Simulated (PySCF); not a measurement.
InFI₂, SMILES [F][In]([I])[I]. Geometry: PBE0-D3(BJ)/def2-SVP. The structure was generated by enumeration; whether it is a known compound was not checked. The def2 effective core potentials stand for the cores of I, In; spin–orbit coupling is left out.

### Question
Give the equilibrium geometry at PBE0-D3(BJ)/def2-SVP (PySCF confirms it by a frequency run) as bond lengths and angles, and its point group. (Estimate from the structure and the level; the computed values follow.)

### Answer
point group C2v.
Atoms: In1 F2 I3 I4. Bond lengths (Å): In1–F2 1.950, In1–I3 2.640, In1–I4 2.640. Angles (°): F2–In1–I3 117.2, F2–In1–I4 117.2, I3–In1–I4 125.6.
